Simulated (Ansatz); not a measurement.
A CCSD(T) single point on ClGaHO, SMILES `[O][GaH][Cl]` radical.

```yaml
crystal:
  periodic: [false, false, false]
  atoms:
    - {symbol: O, position_ang: [-1.739834, -0.117749, -0.212241]}
    - {symbol: Ga, position_ang: [0.030907, 0.144264, -0.061166]}
    - {symbol: Cl, position_ang: [1.050733, -1.557300, 0.708767]}
    - {symbol: H, position_ang: [0.713694, 1.470485, -0.455661]}
basis:
  gaussian: {orbitals: def2-SVP}
magnetization: {spin_polarized: true, initial_magnetization: 1}
correlation: {method: ccsd_t}
scf: {omitted_lower_state_checks: [cluster_reference]}
```

```sh
$ ansatz run in.yaml --threads 2 --pin off --events-out ev --progress --plain
```

Log, shortened:

```
Functional definition: HF
657 factors; integrals over basis functions are off by at most 1.1e-3 eV
mean field evaluation 1: about -66868.8353 eV, gradient 3.4e1 eV
mean field evaluation 2: about -66868.8543 eV, gradient 3.4e1 eV
mean field evaluation 4: about -66877.7882 eV, gradient 9.0e0 eV
mean field evaluation 8: about -66879.1308 eV, gradient 1.1e0 eV
mean field evaluation 16: about -66879.2743 eV, gradient 4.1e-5 eV
mean field -66879.27431617 eV, -2457.7679987188 hartree, gradient 2.3e-6 eV, S^2 0.757761; 4 other end points of the search recorded, 0 dependent functions left out
15 core orbitals not correlated: weight in the atoms' cores, before any rotation towards them, 1.000 or more for the frozen orbitals, at most 0.000 for the correlated occupied ones
reference -66879.27431617 eV, -2457.7679987188 hartree; 14, 13 occupied and 40, 41 virtual orbitals, 657 factors
second order -13.03604030 eV of doubles, -0.00000000 eV of singles
cycle   1  -13.05404210 eV  change   -1.8e-2 eV  update   9.7e-2
cycle   2  -13.45350576 eV  change   -4.0e-1 eV  update   3.0e-2
cycle   3  -13.54503615 eV  change   -9.2e-2 eV  update   1.8e-2
cycle   4  -13.53997085 eV  change    5.1e-3 eV  update   6.4e-3
cycle   5  -13.54064318 eV  change   -6.7e-4 eV  update   3.8e-3
cycle   6  -13.54199731 eV  change   -1.4e-3 eV  update   1.7e-3
cycle   7  -13.54308184 eV  change   -1.1e-3 eV  update   6.7e-4
cycle   8  -13.54331513 eV  change   -2.3e-4 eV  update   2.9e-4
cycle   9  -13.54331842 eV  change   -3.3e-6 eV  update   1.1e-4
cycle  10  -13.54326632 eV  change    5.2e-5 eV  update   5.5e-5
cycle  11  -13.54328582 eV  change   -1.9e-5 eV  update   2.7e-5
perturbative correction -0.34886883 eV, -0.0128206930 hartree
Total energy: -66893.16647082 eV, -2458.2785259857 hartree
Checks for a lower state left out: cluster_reference
```

Run time 4.5 s (2 threads of a server CPU on a shared host); peak host memory 0.27 GiB.

MP2 recovers 93.8 % of the CCSD(T) correlation energy and the triples give 2.5 %; T1 = 0.0154.
